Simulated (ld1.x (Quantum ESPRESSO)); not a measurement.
How hard is this fluorine PAW potential?

| Item | Value |
| --- | --- |
| Element | fluorine |
| Generator | ld1.x (Quantum ESPRESSO) 7.5 |
| Type | PAW |
| Functional | PW91 |
| Relativity | non-relativistic |
| Frozen core | [He] |
| Valence charge | 7 |
| Reference configuration | 2s1 2p6 |
| Partial waves | 2s (bound): rcut 0.45, rcutus 0.55 bohr; 2s channel at 0.45 Ry: rcut 0.45, rcutus 0.55 bohr; 2p (bound): rcut 1.35, rcutus 1.75 bohr; 2p channel at 1.65 Ry: rcut 1.35, rcutus 1.75 bohr; 3d channel at -0.1 Ry: rcut 1.30, rcutus 1.60 bohr; 3d channel at 1.65 Ry: rcut 1.30, rcutus 1.60 bohr |
| Local potential | all-electron potential smoothed inside 1.65 bohr (lloc = -2) |
| Core correction | a·sin(br)/r model core inside 0.25 bohr |
| Augmentation charge | BESSEL, radius 0.35 bohr |

The pseudo-atom Hamiltonian at the reference potential is diagonalised in spherical Bessel functions j_l(qr) that vanish at 20 bohr, with q² up to the cutoff. All-electron valence levels (Ry): 2s -2.2296, 2p -0.8548.

Task: How do the lowest levels (Ry) of each channel move with the cutoff, and are there ghosts?

Result:

```
cutoff (Ry)     s #1     p #1    d #1    f #1  Σ f·Δε (mRy)
          8  -1.8788  -0.6781  0.0822  0.1220        1411.7
         18  -1.9399  -0.8472  0.0822  0.1220         335.8
         40  -2.0322  -0.8547  0.0822  0.1220         198.4
         60  -2.1284  -0.8548  0.0822  0.1220         101.4
        110  -2.2220  -0.8549  0.0822  0.1220           7.7
        180  -2.2291  -0.8549  0.0822  0.1220           0.5
        400  -2.2297  -0.8549  0.0822  0.1220           0.0
```

Result: no extra level below or beside the all-electron valence levels (s, p, d, f tested); 10 mRy is reached at 110 Ry and 1 mRy at 140 Ry.

Test run stopped at test 4 of 7 (negative rho), 2 before it not solved.
